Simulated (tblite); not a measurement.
Record of a relaxation.

Species: C5H10OSeSi2.
Numbering: `[CH3:1][c:2]1[cH:3][cH:4][o:5][c:6]1[SiH2:7][SiH2:8][SeH:9]` (hydrogens: H10, H11, H12 on C1; H13 on C3; H14 on C4; H15, H16 on Si7; H17, H18 on Si8; H19 on Se9)

Computed with GFN2-xTB (tblite), gas phase: L-BFGS steps from a force-field or distance-geometry start until the largest atomic force falls under 0.01 eV/Å. 4 of its 236 geometries are shown.

Step 0: E = -720.6938 eV, largest atomic force 2.595 eV/Å
```
atom  x, y, z in Å  |  force x, y, z in eV/Å
C1     -2.149    1.395    0.306   -0.050   1.486  -0.533
C2     -1.732    0.009    0.045    0.841   0.251   0.068
C3     -2.465   -1.158    0.083   -2.295  -0.792   0.300
C4     -1.629   -2.202   -0.229   -1.583  -0.201   0.482
O5     -0.427   -1.705   -0.409    1.744  -1.806  -0.655
C6     -0.442   -0.401   -0.267   -0.740   1.717   0.280
Si7     0.986    0.762   -0.436   -0.213   0.471  -0.605
Si8     2.693    0.248    0.921    0.737   0.514   0.941
Se9     4.101   -1.283    0.008    1.147  -0.020   0.158
H10    -1.508    2.055   -0.329   -0.596  -0.338   0.439
H11    -1.945    1.716    1.353   -0.506  -0.362  -0.632
H12    -3.200    1.603   -0.015    0.786  -0.341   0.644
H13    -3.546   -1.180    0.312    0.907  -0.266  -0.240
H14    -1.882   -3.269   -0.291    0.630   0.817  -0.052
H15     1.408    0.854   -1.828   -0.046   0.030  -0.264
H16     0.568    2.135   -0.023    0.147  -0.431  -0.169
H17     3.426    1.520    1.158    0.070  -0.456  -0.013
H18     2.195   -0.162    2.240    0.257  -0.179   0.033
H19     5.539   -0.929    0.452   -1.238  -0.092  -0.184
```

Step 78: E = -721.3609 eV, largest atomic force 0.057 eV/Å
```
atom  x, y, z in Å  |  force x, y, z in eV/Å
C1     -2.367    1.451    0.312    0.014  -0.012  -0.008
C2     -1.746    0.122    0.067   -0.019  -0.016  -0.023
C3     -2.387   -1.137    0.193    0.009  -0.026   0.014
C4     -1.446   -2.075   -0.098    0.022  -0.006  -0.002
O5     -0.278   -1.495   -0.393    0.016   0.023   0.009
C6     -0.449   -0.147   -0.298   -0.012   0.013  -0.009
Si7     1.078    0.875   -0.638   -0.022  -0.002  -0.027
Si8     2.708    0.240    0.891    0.046  -0.025  -0.023
Se9     4.217   -1.078   -0.264   -0.014   0.022   0.007
H10    -1.804    2.236   -0.184    0.034   0.004   0.002
H11    -2.385    1.661    1.382   -0.032   0.019  -0.001
H12    -3.391    1.466   -0.056   -0.006  -0.019   0.018
H13    -3.408   -1.318    0.464   -0.013   0.026   0.002
H14    -1.483   -3.146   -0.128   -0.021  -0.002  -0.003
H15     1.502    0.655   -2.028   -0.013  -0.001   0.015
H16     0.714    2.289   -0.490    0.016   0.003   0.013
H17     3.524    1.314    1.463    0.008   0.009   0.000
H18     2.289   -0.589    2.024   -0.015  -0.014   0.005
H19     5.102   -1.314    0.834    0.003   0.005   0.011
```

Step 157: E = -721.3907 eV, largest atomic force 0.064 eV/Å
```
atom  x, y, z in Å  |  force x, y, z in eV/Å
C1     -2.427    1.516    0.043    0.025   0.016  -0.012
C2     -1.803    0.168    0.105    0.003  -0.004   0.002
C3     -2.481   -1.053    0.353    0.023  -0.026  -0.002
C4     -1.537   -2.031    0.285   -0.005   0.006   0.009
O5     -0.333   -1.508    0.023   -0.027   0.012   0.019
C6     -0.484   -0.159   -0.089   -0.028  -0.004  -0.026
Si7     1.068    0.795   -0.501   -0.021  -0.004  -0.004
Si8     2.769   -0.111    0.788    0.017  -0.026  -0.007
Se9     4.612   -0.403   -0.578    0.041   0.016   0.035
H10    -1.702    2.288    0.293   -0.054  -0.035   0.004
H11    -3.274    1.572    0.725    0.051   0.026  -0.004
H12    -2.794    1.710   -0.966   -0.006   0.008   0.012
H13    -3.527   -1.169    0.559    0.034  -0.033  -0.024
H14    -1.594   -3.097    0.395   -0.019   0.028   0.021
H15     1.323    0.703   -1.946   -0.002   0.017   0.003
H16     0.822    2.205   -0.175    0.012   0.000  -0.012
H17     3.270    0.748    1.865    0.009   0.022   0.030
H18     2.568   -1.429    1.390   -0.032  -0.027   0.009
H19     5.515   -0.736    0.483   -0.021   0.005  -0.053
```

Step 235: E = -721.4400 eV, largest atomic force 0.009 eV/Å
```
atom  x, y, z in Å  |  force x, y, z in eV/Å
C1     -2.442    1.489   -0.305   -0.005  -0.003  -0.006
C2     -1.822    0.200    0.102    0.000  -0.005  -0.007
C3     -2.489   -0.966    0.553   -0.001  -0.006  -0.002
C4     -1.518   -1.889    0.796   -0.001  -0.005  -0.003
O5     -0.307   -1.383    0.530   -0.003   0.001   0.002
C6     -0.483   -0.100    0.103    0.000   0.002   0.002
Si7     1.056    0.850   -0.352    0.006   0.001   0.006
Si8     2.756   -0.540    0.385    0.003   0.002   0.002
Se9     4.714    0.673    0.142    0.000   0.000  -0.008
H10    -1.911    2.325    0.147    0.000   0.003  -0.006
H11    -3.485    1.522   -0.001   -0.001   0.003   0.008
H12    -2.393    1.609   -1.387   -0.003  -0.001   0.002
H13    -3.545   -1.097    0.679   -0.003   0.002   0.001
H14    -1.563   -2.902    1.146    0.000   0.006   0.002
H15     1.063    1.100   -1.802    0.002   0.005  -0.002
H16     1.012    2.167    0.298   -0.004   0.002   0.001
H17     2.746   -0.918    1.801    0.007  -0.003   0.004
H18     3.007   -1.770   -0.371   -0.003   0.001  -0.002
H19     5.592   -0.361    0.589    0.006  -0.005   0.005
```

Task: Summarise the path.

Result: The energy falls by 0.7462 eV from step 0 to step 235; nine tenths of that is first reached at step 114. It rises by more than 0.2 meV at steps 167 and 186. The largest force goes from 2.595 to 0.009 eV/Å. Among the bonds Se9–H19 changes most, from 1.545 to 1.428 Å; the atoms move by 1.360 Å rms after alignment.

Task: Follow the three bonds and two angles with the largest change from start to end.

Result: 
| step | E above end (eV) | largest force (eV/Å) | Se9–H19 (Å) | Si7–Si8 (Å) | O5–C6 (Å) | Si8–Se9–H19 (°) | Si7–Si8–H17 (°) |
| --- | --- | --- | --- | --- | --- | --- | --- |
| 0 | 0.7462 | 2.595 | 1.545 | 2.240 | 1.312 | 107.9 | 106.0 |
| 10 | 0.2060 | 0.367 | 1.451 | 2.323 | 1.364 | 98.5 | 111.7 |
| 20 | 0.1379 | 0.143 | 1.430 | 2.329 | 1.362 | 93.7 | 114.0 |
| 31 | 0.1091 | 0.082 | 1.430 | 2.321 | 1.361 | 95.3 | 112.7 |
| 41 | 0.1024 | 0.062 | 1.431 | 2.323 | 1.361 | 96.6 | 113.5 |
| 51 | 0.0971 | 0.081 | 1.432 | 2.327 | 1.362 | 97.0 | 114.4 |
| 61 | 0.0888 | 0.055 | 1.430 | 2.321 | 1.361 | 96.2 | 117.2 |
| 72 | 0.0814 | 0.072 | 1.432 | 2.330 | 1.361 | 96.6 | 116.9 |
| 82 | 0.0782 | 0.029 | 1.431 | 2.327 | 1.362 | 96.6 | 116.1 |
| 92 | 0.0772 | 0.020 | 1.430 | 2.324 | 1.362 | 96.1 | 116.4 |
| 102 | 0.0763 | 0.029 | 1.430 | 2.323 | 1.362 | 95.7 | 116.1 |
| 112 | 0.0750 | 0.037 | 1.432 | 2.324 | 1.362 | 96.1 | 115.8 |
| 123 | 0.0718 | 0.055 | 1.433 | 2.322 | 1.363 | 95.2 | 115.2 |
| 133 | 0.0649 | 0.045 | 1.430 | 2.326 | 1.362 | 96.3 | 116.4 |
| 143 | 0.0596 | 0.069 | 1.430 | 2.325 | 1.362 | 96.4 | 116.2 |
| 153 | 0.0528 | 0.103 | 1.432 | 2.323 | 1.363 | 95.6 | 115.4 |
| 163 | 0.0449 | 0.073 | 1.432 | 2.320 | 1.362 | 95.8 | 115.6 |
| 174 | 0.0354 | 0.067 | 1.430 | 2.320 | 1.362 | 96.4 | 115.3 |
| 184 | 0.0273 | 0.076 | 1.427 | 2.322 | 1.362 | 96.1 | 115.5 |
| 194 | 0.0168 | 0.073 | 1.427 | 2.316 | 1.363 | 96.1 | 116.6 |
| 204 | 0.0060 | 0.080 | 1.429 | 2.318 | 1.363 | 96.2 | 118.8 |
| 215 | 0.0019 | 0.038 | 1.429 | 2.316 | 1.363 | 95.8 | 117.7 |
| 225 | 0.0006 | 0.019 | 1.429 | 2.317 | 1.363 | 96.0 | 117.6 |
| 235 | 0.0000 | 0.009 | 1.428 | 2.317 | 1.363 | 96.2 | 117.2 |

What follows is the cost of the whole relaxation. Time: 2.3 s of wall time. Hardware: one thread, Intel Xeon 6975P-C (x86_64) (shared host).
